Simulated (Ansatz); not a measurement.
Isolated molecules relaxed with PBE0-D4/def2-TZVP in Ansatz; ΔE leaves out vibrations. CCSD(T)/CBS adds triple-zeta CCSD(T) − MP2 to the extrapolated MP2 energy (def2 sets, frozen cores). This one scheme is used for every species. Functionals use def2-TZVPP. B3LYP here is the variant with VWN-RPA as its local correlation; programs differ in this. HSE06 is defined as in plane-wave codes. One conformer a species, not always the lowest.

Consider the cleavage of the Si–Si bond: `C[SiH](N)[SiH2]O` + `BN` → `BN[SiH2]O` + `C[SiH2]N`.

`C[SiH](N)[SiH2]O`:

```xyz
14

C     0.972    1.594    0.510
Si    0.745   -0.211    0.079
N    -0.098   -0.952    1.419
Si   -0.827   -0.529   -1.640
O    -2.269   -0.543   -0.822
H     1.468    2.121   -0.308
H     0.009    2.077    0.690
H     1.590    1.711    1.405
H     2.087   -0.809   -0.203
H    -0.192   -1.958    1.425
H     0.132   -0.636    2.350
H    -0.635   -1.807   -2.387
H    -0.848    0.565   -2.650
H    -2.135   -0.622    0.130
```

`BN`:

Cartesian coordinates in Å:
```
B -0.564 0.097 0.372
N 0.580 -0.100 -0.383
H -0.455 0.326 1.542
H -1.632 0.034 -0.164
H 0.562 -0.296 -1.369
H 1.508 -0.061 0.002
```

`BN[SiH2]O`:

```xyz
10

B    -0.536    0.541    1.576
N     0.402    0.453    0.540
Si    0.396   -0.695   -0.768
O     0.094    0.003   -2.224
H    -1.452   -0.231    1.593
H    -0.415    1.381    2.421
H     1.159    1.124    0.553
H     1.746   -1.278   -0.926
H    -0.628   -1.704   -0.409
H    -0.766    0.406   -2.356
```

`C[SiH2]N`:

Cartesian coordinates in Å:
```
C -0.127 0.014 -1.393
Si 0.595 -0.135 0.327
N -0.489 0.133 1.636
H 0.641 -0.174 -2.149
H -0.532 1.014 -1.566
H -0.933 -0.708 -1.547
H 1.693 0.861 0.463
H 1.139 -1.511 0.490
H -0.807 1.061 1.859
H -1.181 -0.556 1.880
```

(1) Is it downhill or uphill in electronic energy at CCSD(T)/CBS, and by how much? (Estimate.)

(2) What do these levels give: PBE-D4, B3LYP-D4, ωB97M-V, PBE0, B3LYP, r2SCAN0, HSE06, RPA@PBE/def2-TZVPP, HF/def2-SVP, CCSD(T)/def2-SVP, HF/def2-TZVPP, CCSD(T)/def2-TZVPP? (Estimate.)

(3) What do rigid-rotor, harmonic-oscillator terms from PBE0-D4/def2-TZVP frequencies (298.15 K, 1 bar) make of the CCSD(T)/CBS value? (An estimate is asked.)

Largest T1 diagnostic among the species: 0.012.

Results:

(1) Computed: Downhill: ΔE = -72.3 kJ/mol.

(2) Ansatz gave: PBE-D4 -44.5, B3LYP-D4 -64.7, ωB97M-V -72.0, PBE0 -57.1, B3LYP -70.6, r2SCAN0 -68.2, HSE06 -57.2, RPA@PBE/def2-TZVPP -72.3, HF/def2-SVP -84.7, CCSD(T)/def2-SVP -62.6, HF/def2-TZVPP -96.4, CCSD(T)/def2-TZVPP -72.1 kJ/mol.

(3) Computed: ΔZPE = -6.5 kJ/mol, ΔH = -79.7 kJ/mol, ΔS = 9 J/(mol·K), ΔG = -82.4 kJ/mol. Modes under 50 cm⁻¹ make the entropy rough.

At CCSD(T), def2-SVP lies +9.7 kJ/mol from the extrapolated value and def2-TZVPP +0.2 kJ/mol. From PBE to PBE0 (25 % exact exchange), in def2-TZVPP and without D4, ΔE moves by −9.0 kJ/mol.
